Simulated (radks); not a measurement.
The table gives one normalised radial function P(r) = r R(r) of V18+ in [He] 2s2 2p1 (r in bohr). Method: scalar-relativistic Kohn-Sham, LDA (Slater exchange, Perdew-Wang correlation), spin-unpolarised, spherical densities, finite nucleus; Fermi nuclear charge, rms radius 3.6002 fm; computed with a radial shooting solver on a logarithmic mesh with Libxc functionals.

r	P
0.003761	0.0065
0.004668	0.0098
0.005839	0.0149
0.007247	0.0223
0.008995	0.0334
0.01125	0.0505
0.01397	0.0750
0.01733	0.1105
0.02151	0.1615
0.02691	0.2368
0.0334	0.3378
0.04146	0.4740
0.05145	0.6515
0.06437	0.8822
0.07989	1.1445
0.09915	1.4285
0.1231	1.7004
0.154	1.9152
0.1911	1.9959
0.2371	1.9023
0.2967	1.6106
0.3682	1.1932
0.457	0.7459
0.5672	0.3778
0.7096	0.1416
0.8806	0.0395
1.093	0.0074
1.356	0.0008
1.697	0.0000
2.106	0.0000

Which n and l does it have? It may be an empty orbital.

Answer. n = 2, l = 1: the number of nodes gives n - l - 1 = 0, the rise at small r (about r^(l+1)) gives l, and the extent must fit the shell. The curve is that of 2p. 2p: eigenvalue -1298.9 eV, 0 radial nodes, <r> = 0.242 bohr, 90 % of the charge inside 0.390 bohr.
